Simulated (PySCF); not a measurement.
**Radial density of Be (beryllium, neutral)**

UHF, [He] 2s2, closed-shell 1S. Calculation: PySCF 2.14, in jorge-DZP-DKH (4s2p1d, 15 functions); scalar relativity by spin-free X2C-1e.

```json
{"r (bohr)": "0.00580", "4πr²ρ (e/bohr)": "0.01426"}
{"r (bohr)": "0.00976", "4πr²ρ (e/bohr)": "0.03952"}
{"r (bohr)": "0.0164", "4πr²ρ (e/bohr)": "0.1064"}
{"r (bohr)": "0.0276", "4πr²ρ (e/bohr)": "0.2731"}
{"r (bohr)": "0.0464", "4πr²ρ (e/bohr)": "0.6651"}
{"r (bohr)": "0.0781", "4πr²ρ (e/bohr)": "1.462"}
{"r (bohr)": "0.131", "4πr²ρ (e/bohr)": "2.731"}
{"r (bohr)": "0.221", "4πr²ρ (e/bohr)": "3.872"}
{"r (bohr)": "0.372", "4πr²ρ (e/bohr)": "3.522"}
{"r (bohr)": "0.625", "4πr²ρ (e/bohr)": "1.576"}
{"r (bohr)": "1.05", "4πr²ρ (e/bohr)": "0.4907"}
{"r (bohr)": "1.77", "4πr²ρ (e/bohr)": "0.7483"}
{"r (bohr)": "2.97", "4πr²ρ (e/bohr)": "0.5800"}
{"r (bohr)": "5.00", "4πr²ρ (e/bohr)": "0.09227"}
{"r (bohr)": "8.42", "4πr²ρ (e/bohr)": "0.0006628"}
```

Densities and radii are taken from the X2C orbitals without a picture-change correction, which distorts them close to the nucleus.
